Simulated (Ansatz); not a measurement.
`[NH2][In]([SH])[O][SiH3]` → 6 H• + In• + N• + O• + S• + Si•  (atomization)

Isolated molecules relaxed with PBE0-D4/def2-TZVP in Ansatz; ΔE leaves out vibrations. CCSD(T)/CBS adds triple-zeta CCSD(T) − MP2 to the extrapolated MP2 energy (def2 sets, frozen cores). This one scheme is used for every species, atoms too. Functionals use def2-TZVPP. B3LYP here is the variant with VWN-RPA as its local correlation; programs differ in this. HSE06 is defined as in plane-wave codes. No spin–orbit coupling; open shells (•) take unrestricted orbitals. Spin–orbit coupling would lower the free atoms: a little for O, S, Si; strongly for In. Elements past krypton have def2 core potentials. For In outer-core shells are correlated without core-valence functions, so the limit isn't a true one: a few kJ/mol of doubt a bond, and 10 to 20 or more in all where bonds break to atoms. Each species was taken in one conformer, which may not be the lowest.

```json
{"level": "revPBE-D4", "ΔE (kJ/mol)": "3323.6", "difference from CCSD(T)/CBS": "-112.4"}
{"level": "BLYP-D4", "ΔE (kJ/mol)": "3374.7", "difference from CCSD(T)/CBS": "-61.3"}
{"level": "r2SCAN-D4", "ΔE (kJ/mol)": "3396.0", "difference from CCSD(T)/CBS": "-40.0"}
{"level": "B3LYP-D4", "ΔE (kJ/mol)": "3380.4", "difference from CCSD(T)/CBS": "-55.6"}
{"level": "HSE06-D4", "ΔE (kJ/mol)": "3355.9", "difference from CCSD(T)/CBS": "-80.1"}
{"level": "CAM-B3LYP-D4", "ΔE (kJ/mol)": "3408.3", "difference from CCSD(T)/CBS": "-27.7"}
{"level": "B2PLYP", "ΔE (kJ/mol)": "3349.1", "difference from CCSD(T)/CBS": "-86.9"}
{"level": "PBE", "ΔE (kJ/mol)": "3391.7", "difference from CCSD(T)/CBS": "-44.3"}
{"level": "revPBE", "ΔE (kJ/mol)": "3261.9", "difference from CCSD(T)/CBS": "-174.1"}
{"level": "BLYP", "ΔE (kJ/mol)": "3322.9", "difference from CCSD(T)/CBS": "-113.1"}
{"level": "B3LYP", "ΔE (kJ/mol)": "3340.2", "difference from CCSD(T)/CBS": "-95.8"}
{"level": "HSE06", "ΔE (kJ/mol)": "3335.3", "difference from CCSD(T)/CBS": "-100.7"}
{"level": "MP2/def2-TZVPP", "ΔE (kJ/mol)": "3350.6", "difference from CCSD(T)/CBS": "-85.4"}
{"level": "HF/def2-QZVPP", "ΔE (kJ/mol)": "2349.9", "difference from CCSD(T)/CBS": "-1086.1"}
{"level": "SCS-MP2/def2-QZVPP", "ΔE (kJ/mol)": "3439.2", "difference from CCSD(T)/CBS": "3.2"}
{"level": "MP2/CBS(def2)", "ΔE (kJ/mol)": "3474.0", "difference from CCSD(T)/CBS": "38.0"}
{"level": "CCSD(T)/CBS", "ΔE (kJ/mol)": "3436.0", "difference from CCSD(T)/CBS": "0"}
```

Largest T1 diagnostic among the species: 0.015.

At CCSD(T), def2-SVP lies −325.5 kJ/mol from the extrapolated value and def2-TZVPP −123.4 kJ/mol: correlation converges slowly with the basis, and small sets miss more of it in the bonded molecule than in its fragments. From PBE to PBE0 (25 % exact exchange), in def2-TZVPP and without D4, ΔE moves by −59.5 kJ/mol: exact exchange takes away binding that semilocal exchange gives to molecules. The D4 term adds +40.2 kJ/mol with B3LYP and +21.6 kJ/mol with PBE0; it sums over pairs of atoms, weighted by their polarisabilities, and B3LYP, whose exchange is more repulsive, gets the larger term.

For atomizations the MP2-based limit and the directly extrapolated one differ by several kJ/mol either way, and by 10 to 25 for some Ge, Se and Sn compounds, so smaller differences from it don't rank the levels.
